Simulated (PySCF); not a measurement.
## Which is lower?

The two ends of one reaction step of ZnH$_{2}$Cl$_{2}$, singlet (PBE0-D4/def2-TZVP).

A:

```json
{"atom": "Zn1", "x (Å)": "-0.3104", "y (Å)": "-0.5899", "z (Å)": "-0.7676"}
{"atom": "Cl2", "x (Å)": "0.3919", "y (Å)": "-2.3155", "z (Å)": "0.1760"}
{"atom": "Cl3", "x (Å)": "-1.0567", "y (Å)": "1.0528", "z (Å)": "-1.8188"}
{"atom": "H4", "x (Å)": "0.6476", "y (Å)": "0.6569", "z (Å)": "1.4155"}
{"atom": "H5", "x (Å)": "0.3914", "y (Å)": "1.2658", "z (Å)": "1.0604"}
```

B:

```xyz
5
angstrom
Zn -0.4075 0.8473 -0.6056
Cl 0.5510 -1.5471 0.7543
Cl -1.1391 -0.2118 -2.2841
H 1.0113 -0.9346 1.7818
H 0.0400 1.8122 0.4911
```

Program: PySCF 2.14 with density fitting (its default auxiliary sets; JK sets also for MP2 and CCSD(T)). Basis: def2-TZVPP. Cores are frozen in the correlated methods. The 3s and 3p shells of Cu and Zn are frozen; filled d shells are correlated. B3LYP uses VWN-RPA correlation.

(1) Which structure is lower at CCSD(T), and by how much? (An estimate is asked for; the value comes from the calculation.)

T1 diagnostic: at most 0.013.

Answers

(1) By the calculation: A, by 86.6 kJ/mol (electronic energy, against the other). By their contacts, A is a complex of ZnCl₂ + H₂ and B is a complex of ZnHCl ([Cl][ZnH]) + HCl.

All methods give the same order:

| method | E(B) − E(A) (kJ/mol) |
| --- | --- |
| SPW92 | 69.6 |
| PBE-D4 | 80.6 |
| r2SCAN-D4 | 87.9 |
| PBE0-D4 | 86.1 |
| B3LYP-D4 | 85.1 |
| BHLYP-D4 | 91.6 |
| wB97M-V | 85.2 |
| HF | 103.2 |
| MP2 | 92.4 |
| CCSD | 87.1 |
| CCSD(T) | 86.6 |

Labels in which every atom is bracketed show which atoms are joined, not bond orders.

For scale, one of the runs: CCSD(T)/def2-TZVPP, 176 basis functions, launched by `OMP_NUM_THREADS=4 python run.py`. Time: 4.6 min of wall clock on 4 CPU threads of an Arm Neoverse V1; the host was shared. Peak host memory: 1.8 GiB.
